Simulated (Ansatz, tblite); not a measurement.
Cost and result up the ladder for the cluster Cu3Br4⁻ (the lowest singlet isomer of a short search) (7 atoms). Charge -1, multiplicity 1. Geometry: PBE-D4/def2-SVPD.

```
atom   x (Å)   y (Å)   z (Å)
 Cu1  -0.026   1.365   0.356
 Cu2   0.112  -1.028   0.960
 Cu3  -0.099  -0.378  -1.473
 Br4   0.034  -2.643  -0.885
 Br5  -1.839   0.321   1.691
 Br6   2.046   0.467   1.383
 Br7  -0.228   1.895  -2.032
```

Ansatz on 4 threads of Arm Neoverse V1 on a shared host; xTB runs through tblite on one thread. Times are rough, summed over both states, and most runs start from the orbitals of an earlier one. No level here is sound enough to serve as a yardstick. The other state is a doublet.

The xTB rows come from tblite. HOMO above LUMO, or a gap near zero within one spin, warns that the state may not be the lowest or that an electron is smeared out. The structure comes from a short search, and lower isomers may exist.

Raw xTB energies of ions are shifted by several eV.

| level | functions | wall time | vertical IE (eV) | remarks |
| --- | --- | --- | --- | --- |
| GFN1-xTB | 63 | 0.025 s | 8.84 | – |
| GFN2-xTB | 63 | 0.052 s | 9.37 | – |
| PBE-D4/def2-SVP | 221 | 34 s | 3.30 | gap within one spin near zero (doublet) |
| B97M-V/def2-SVP | 221 | 3.6 min | 3.51 | – |
